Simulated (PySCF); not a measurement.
input.py for N⁺

File input.py (PySCF 2.14):

```python
from pyscf import gto, scf

mol = gto.M(
    atom='N 0 0 0',
    basis='6-311++g**',
    charge=1,
    spin=2,
    verbose=4,
)
mf = scf.UHF(mol)
mf.kernel()
mf.stability(internal=True, external=True)
mf.dip_moment()
print('orbital energies (hartree):', [e[max(0, n-3):n+3].round(4) for e, n in zip(mf.mo_energy, mol.nelec)])
```

```bash
$ python input.py
```

Output (some set-up lines and the per-cycle HOMO/LUMO lines with their warnings removed):

```
PySCF version 2.14.0

[INPUT] verbose = 4
[INPUT] num. atoms = 1
[INPUT] num. electrons = 6
[INPUT] charge = 1
[INPUT] spin (= nelec alpha-beta = 2S) = 2
[INPUT] symmetry False subgroup None
[INPUT] Mole.unit = angstrom
[INPUT] Symbol           X                Y                Z      unit          X                Y                Z       unit  Magmom
[INPUT]  1 N      0.000000000000   0.000000000000   0.000000000000 AA    0.000000000000   0.000000000000   0.000000000000 Bohr   0.0

nuclear repulsion = 0
number of shells = 10
number of NR pGTOs = 35
number of NR cGTOs = 22
basis = 6-311++g**
ecp = {}

******** <class 'pyscf.scf.uhf.UHF'> ********
method = UHF
initial guess = minao
damping factor = 0
level_shift factor = 0
DIIS = <class 'pyscf.scf.diis.CDIIS'>
diis_start_cycle = 1
diis_space = 8
diis_damp = 0
SCF conv_tol = 1e-09
SCF conv_tol_grad = None
SCF max_cycles = 50
direct_scf = True
direct_scf_tol = 1e-13
number electrons alpha = 4  beta = 2
Set gradient conv threshold to 3.16228e-05
init E= -53.7879117526644

cycle= 1 E= -53.6856727942765  delta_E= 0.102  |g|= 0.52  |ddm|= 0.61
cycle= 2 E= -53.8800421033976  delta_E= -0.194  |g|= 0.105  |ddm|= 0.468
cycle= 3 E= -53.8862223861012  delta_E= -0.00618  |g|= 0.0297  |ddm|= 0.112
cycle= 4 E= -53.8870546632262  delta_E= -0.000832  |g|= 0.00602  |ddm|= 0.0463
cycle= 5 E= -53.887085528431  delta_E= -3.09e-05  |g|= 0.000762  |ddm|= 0.0101
cycle= 6 E= -53.8870859362025  delta_E= -4.08e-07  |g|= 4.83e-05  |ddm|= 0.00133
cycle= 7 E= -53.8870859374763  delta_E= -1.27e-09  |g|= 3.32e-06  |ddm|= 7.6e-05
cycle= 8 E= -53.8870859374826  delta_E= -6.22e-12  |g|= 1.41e-07  |ddm|= 3.86e-06
Extra cycle  E= -53.8870859374825  delta_E= 1.42e-14  |g|= 2.95e-08  |ddm|= 1.37e-07
converged SCF energy = -53.8870859374825  <S^2> = 2.0059538  2S+1 = 3.0039666
uhf_internal: lowest eigs of H = [2.37697683e-07 5.19214801e-06 2.87873849e-01]
<class 'pyscf.scf.uhf.UHF'> wavefunction is stable in the internal stability analysis
uhf_real2complex: lowest eigs of H = [0.01021023 0.01021063 0.37252955]
<class 'pyscf.scf.uhf.UHF'> wavefunction is stable in the real -> complex stability analysis
uhf_external: lowest eigs of H = [1.72214110e-07 3.07718096e-02 3.08011602e-02]
<class 'pyscf.scf.uhf.UHF'> wavefunction is stable in the UHF/UKS -> GHF/GKS stability analysis

WARN: System has nonzero charge 1; the dipole moment is origin-dependent.
Location of origin: [0. 0. 0.]

Dipole moment(X, Y, Z, Debye): -0.00000, -0.00000,  0.00000
orbital energies (hartree): [array([-1.6225, -1.1156, -1.1156, -0.462 , -0.1176, -0.0611]), array([-16.2446,  -1.3055,  -0.4032,  -0.3285,  -0.3285])]
```

In short: E(SCF) = -53.887086 Eh, 8 cycles, ⟨S²⟩ = 2.006, internal stable; real -> complex stable; UHF/UKS -> GHF/GKS stable.

Wall time 0.64 s on one thread of a shared host.

No search for the lowest solution was made.
